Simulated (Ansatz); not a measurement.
Compare A (`N[SiH]1CS1`) with its isomer B (`[SiH3]NC=S`).

Isolated molecules relaxed with PBE0-D4/def2-TZVP in Ansatz; ΔE leaves out vibrations. CBS: MP2 limit from def2 TZ/QZ plus the TZ coupled-cluster correction, frozen cores. DFT in def2-TZVPP. B3LYP here is the variant with VWN-RPA as its local correlation; programs differ in this. One conformer a species, not always the lowest.

Which isomer does CCSD(T)/CBS put lower? Give the gap. (Best estimate.)

The calculation gave: A, by 85.7 kJ/mol.

Give E(B) − E(A) in kJ/mol with BLYP-D4, HF/def2-TZVPP, LDA (SPW92), MP2/def2-TZVPP, B3LYP, ωB97M-V, r2SCAN-D4. (Best estimate.)

Computed: BLYP-D4 52.3, HF/def2-TZVPP 57.7, LDA (SPW92) 84.2, MP2/def2-TZVPP 87.8, B3LYP 61.8, ωB97M-V 86.0, r2SCAN-D4 82.3. None reverses the order clearly.

Does the order hold for the free energy at 298.15 K (harmonic terms from PBE0-D4)? (Best estimate.)

Ansatz gave: Yes: G(B) − G(A) = +72.2 kJ/mol, for one conformer each. Modes under 60 cm⁻¹, often nearly free rotors, make the harmonic entropy too high.

Largest T1 diagnostic: 0.017.

From BLYP to BHLYP (50 % exact exchange), in def2-TZVPP and without D4, E(B) − E(A) moves by +19.5 kJ/mol. In def2-TZVPP, CCSD(T) changes the Hartree–Fock value by +19.2 kJ/mol (the triples alone add −1.9 kJ/mol) and MP2 by +30.1 kJ/mol.
